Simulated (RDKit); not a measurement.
A run for RDKit: UFF on AsBH4O2 (SMILES OB(O)[AsH2]), a point of a torsion scan.

```python
from rdkit import Chem
from rdkit.Chem import AllChem, rdDetermineBonds

blocks = [
'''8

O    -1.27113041   -1.15895972    0.38832901
B    -0.42618719   -0.12143041    0.23495563
O    -0.95989388    1.10971792    0.04204175
As    1.55884710   -0.60822154    0.34535923
H    -2.20604188   -0.94990736    0.33137067
H    -0.34950598    1.83841331   -0.06405048
H     1.63482929   -0.86073314   -1.13451147
H     2.02463631    0.81131763    0.07751797
''',
]
mol = None
for b in blocks:
    f = Chem.MolFromXYZBlock(b)
    rdDetermineBonds.DetermineBonds(f, charge=0)
    mol = f if mol is None else Chem.CombineMols(mol, f)
Chem.SanitizeMol(mol)
print(Chem.MolToSmiles(Chem.RemoveHs(mol)))
ff = AllChem.UFFGetMoleculeForceField(mol, vdwThresh=100.0, ignoreInterfragInteractions=False)
e = ff.CalcEnergy()
print(f'UFF energy {e:.6f} kcal/mol')
```

It printed:

```
OB(O)[AsH2]
UFF energy 41.782775 kcal/mol
```

The run finished.

Cost: very roughly 0.010 core-seconds.
